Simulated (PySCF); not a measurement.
Ti³⁺ (titanium, charge +3): PBE0 calculation

Configuration: [Ar] 3d1, 2D determinant. All numbers are calculated (PySCF 2.14, the spin-free X2C one-electron Hamiltonian (Gaussian nucleus), in cc-pVDZ-DK (6s5p3d1f, 43 functions)).

| Quantity | Value |
| --- | --- |
| Total energy | -851.727 hartree |
| One-electron energy | -1141.682 hartree |
| Hartree (Coulomb) energy | 331.148 hartree |
| Exchange-correlation energy | -41.192 hartree |
| ⟨S²⟩ | 0.7505 |
| ⟨L²⟩ | 6.006 |
| Sum of ⟨r⟩ | 12.20 bohr |
| Sum of ⟨r²⟩ | 13.12 bohr² |
| Traceless quadrupole moment −½Σ⟨3z² − r²⟩ along its main axis | 0.490 e·bohr² |
| Langevin diamagnetic susceptibility | -10.4 ×10⁻⁶ cm³/mol |
| Time after the integrals | 0.55 s of wall time on 1 thread of Neoverse-V1 (shared host) |

```tsv
shell	electrons	mean orbital energy (eV)	spread (eV)	rms radius, mean of both spins (bohr)
1s α	1	-4940.7	0	0.0804
1s β	1	-4940.7	0	0.0804
2s α	1	-587.05	0	0.352
2s β	1	-586.65	0	0.352
2p α	3	-491.54	0.374	0.321
2p β	3	-491.19	0.767	0.321
3s α	1	-101.17	0	1.06
3s β	1	-99.957	0	1.06
3p α	3	-75.296	0.122	1.16
3p β	3	-73.970	1.695	1.16
3d α	1	-38.555	0	1.37
```

Densities and radii are taken from the X2C orbitals without a picture-change correction, which distorts them close to the nucleus.
